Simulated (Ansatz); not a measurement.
GeO4: single points at one geometry.

```yaml
crystal:
  periodic: [false, false, false]
  atoms:
    - {symbol: Ge, position_ang: [-0.675756, 0.155990, -0.168054]}
    - {symbol: O, position_ang: [0.911225, -0.283300, -0.917359]}
    - {symbol: O, position_ang: [0.431071, -0.026582, 1.251292]}
    - {symbol: O, position_ang: [1.546421, -0.356994, 0.384672]}
    - {symbol: O, position_ang: [-2.212951, 0.510885, -0.550551]}
basis:
  gaussian: {orbitals: def2-TZVPD, initial_orbitals: start.molden}
hamiltonian: {xc: r2scan, dispersion: d4}
scf: {omitted_lower_state_checks: [starts]}
output: {orbitals: {seedname: orbitals}}
```

The file start.molden holds the orbitals of an earlier run on this structure, at another level or in another basis.

```sh
$ ansatz run in.yaml --threads 4 --pin off --events-out ev --progress --plain --max-ram 8704MiB
```

Shortened log:

```
Functional definition: r2SCAN
1109 factors; their error is unknown
mean field evaluation 1: about -64700.3955 eV, gradient 1.2e1 eV
mean field evaluation 2: about -64700.5346 eV, gradient 2.3e-1 eV
mean field evaluation 4: about -64700.5235 eV, gradient 3.4e-1 eV
mean field evaluation 8: about -64700.5236 eV, gradient 1.3e-5 eV
mean field -64700.52360281 eV, -2377.7003868133 hartree, gradient 1.3e-5 eV, S^2 0.000000; 0 other end points of the search recorded, 0 dependent functions left out
reference -64700.52362661 eV, -2377.7003876880 hartree; 32, 32 occupied and 182, 182 virtual orbitals, 1109 factors
Total energy: -64700.54797438 eV, -2377.7012824518 hartree
Checks for a lower state left out: starts
```

Hardware: 4 threads of Arm Neoverse V1 on a shared host. Wall time 3.9 s.

First input, but with `gaussian: {orbitals: def2-TZVP, initial_orbitals: start.molden}`, `hamiltonian: {xc: pbe0, dispersion: d4}`, `output: {forces: true, orbitals: {seedname: orbitals}}` (abridged; 2.7 s):

```
Functional definition: PBE0
mean field -64688.54415457 eV, -2377.2601502106 hartree, gradient 2.1e-5 eV, S^2 0.000000
Total energy: -64688.63426893 eV, -2377.2634618519 hartree
Atom 0 force     0.574172    -0.132491     0.142539 eV/Å
Atom 1 force    -0.172540     0.087497     0.704767 eV/Å
Atom 2 force     0.141183    -0.080262    -0.712562 eV/Å
Atom 3 force    -0.883545     0.203946    -0.219695 eV/Å
Atom 4 force     0.340730    -0.078691     0.084950 eV/Å
Dipole moment:     0.143832    -0.033221     0.035861 e Å
Checks for a lower state left out: starts
```

First input, but with `gaussian: {orbitals: def2-TZVP, initial_orbitals: start.molden}`, `hamiltonian: {xc: pbe}`, `correlation: {method: rpa}` and without the key `output` (abridged; 2.8 s):

```
Functional definition: PBE
mean field -64688.36204381 eV, -2377.2534577633 hartree, gradient 2.3e-6 eV, S^2 0.000000
13 core orbitals not correlated: weight in the atoms' cores, before any rotation towards them, 1.000 or more for the frozen orbitals, at most 0.000 for the correlated occupied ones
Total energy: -64664.64759442 eV, -2376.3819678225 hartree
Checks for a lower state left out: starts
```

As the first input, with `gaussian: {orbitals: def2-SVP, initial_orbitals: start.molden}`, `hamiltonian: {xc: pbe, dispersion: d4}` (abridged; 0.6 s):

```
Functional definition: PBE
mean field -64670.88006415 eV, -2376.6110068605 hartree, gradient 2.1e-5 eV, S^2 0.000000
Total energy: -64670.98820599 eV, -2376.6149809998 hartree
Checks for a lower state left out: starts
```

First input, but with `hamiltonian: {xc: pbe, dispersion: d4}` (abridged; 2.1 s):

```
Functional definition: PBE
mean field -64688.44379869 eV, -2377.2564621999 hartree, gradient 8.9e-6 eV, S^2 0.000000
Total energy: -64688.55197987 eV, -2377.2604377847 hartree
Checks for a lower state left out: starts
```

First input, but with `gaussian: {orbitals: def2-TZVP, initial_orbitals: start.molden}`, `hamiltonian: {xc: {name: r2SCANh}, dispersion: d4}` (abridged; 3.2 s):

```
Functional definition: r2SCANh
mean field -64699.38633444 eV, -2377.6585929714 hartree, gradient 1.6e-5 eV, S^2 0.000000
Total energy: -64699.41244587 eV, -2377.6595525488 hartree
Checks for a lower state left out: starts
```

As the first input, with `hamiltonian: {xc: pbe0, dispersion: d4}` (abridged; 2.8 s):

```
Functional definition: PBE0
mean field -64688.61315756 eV, -2377.2626860235 hartree, gradient 1.9e-5 eV, S^2 0.000000
Total energy: -64688.70329986 eV, -2377.2659986920 hartree
Checks for a lower state left out: starts
```

Geometry: r2SCAN-D4/def2-SVP.

Correlated methods freeze 13 core orbitals; core or outer-core shells of Ge are correlated, in sets that lack core-valence functions. The structure holds 2 bonds between oxygen atoms, so isomers without such links may lie far lower. The structure comes from a short search, and lower isomers may exist.
